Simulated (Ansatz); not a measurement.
Harmonic frequencies (cm⁻¹) at PBE0-D4/def2-TZVP from Ansatz: 118, 137, 189, 191, 268, 363, 558, 583, 626, 714, 2707, 2707.

Each molecule was computed in one conformer, which needn't be the lowest.

(1) Which molecule is it?
A. `O=C=[N][Al]([F])[Cl]`
B. `[OH][Al]([F])[SH]`
C. `[SH][Al]([SH])[Cl]`
D. `[OH][Al]([F])[Br]`

Answers

(1) C.
